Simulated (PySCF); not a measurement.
Excitation energy of Re by level of theory

Re [Xe] 4f14 5d5 6s2 (6S) → Re [Xe] 4f14 5d5 6s1 6p1 (8P), as a difference of total energies. Calculation: PySCF 2.14, in aug-cc-pVQZ-PP with ECP60MDF (7s7p6d4f3g2h, 135 functions); scalar relativity through the core potential. Correlated levels: valence: 5s2 5p6 frozen. The calculations carry no spin-orbit coupling.

| method | excitation energy (eV) |
| --- | --- |
| UHF | 1.075 |
| LDA | 2.960 |
| PBE | 2.612 |
| PBE0 | 2.373 |
| r2SCAN | 2.141 |
| r2SCAN0 | 2.132 |
| PBEsol | 2.583 |
| PW91 | 2.614 |
| MP2 (valence) | 2.349 |
| SCS-MP2 (valence) | 2.807 |

Problem. How much does correlation contribute at MP2 (valence)?

Solution. 2.349 − (1.075) = 1.274 eV, measured against UHF.
